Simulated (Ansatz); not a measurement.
Be₃S₃. Charge 0, multiplicity 3. Geometry r2SCAN-D4/def2-SVP, that of the neutral singlet.

Cartesian coordinates in Å:
```
Be -0.6121 0.2943 1.2466
Be 0.4437 -1.3193 -0.2790
Be 0.1684 1.0250 -0.9676
S -0.2584 -1.5739 1.4859
S -0.6814 2.0258 0.4284
S 0.9398 -0.4519 -1.9142
```

At PBE-D4/def2-TZVP, r2SCAN-D4/def2-TZVP the gap within one spin of the charge 0 triplet nearly closes, so an electron or hole may be smeared out by delocalisation error. At PBE0-D4/def2-TZVP a singlet of charge 0 lies 3.75 eV below the triplet at the same geometry. The structure comes from a short search, and lower isomers may exist.

Q: Estimate the α-spin orbital energies around the gap (eV) in Ansatz with PBE-D4/def2-TZVP, r2SCAN-D4/def2-TZVP, PBE0-D4/def2-TZVP.

A: 
```
orbital  PBE-D4/def2-TZVP  r2SCAN-D4/def2-TZVP  PBE0-D4/def2-TZVP
 HOMO−5             -8.38                -8.73              -9.75
 HOMO−4             -8.36                -8.65              -9.53
 HOMO−3             -8.06                -8.32              -9.19
 HOMO−2             -7.48                -7.81              -8.64
 HOMO−1             -7.08                -7.34              -8.07
   HOMO             -3.59                -3.74              -4.16
   LUMO             -1.67                -1.41              -1.01
 LUMO+1             -1.43                -1.10              -0.66
 LUMO+2             -1.19                -1.05              -0.59
 LUMO+3             -1.14                -0.95              -0.43
 LUMO+4             -1.03                -0.66              -0.24
 LUMO+5             -1.00                -0.58              -0.05
 β HOMO             -6.68                -6.84              -7.39
 β LUMO             -6.89                -6.99              -6.48
```
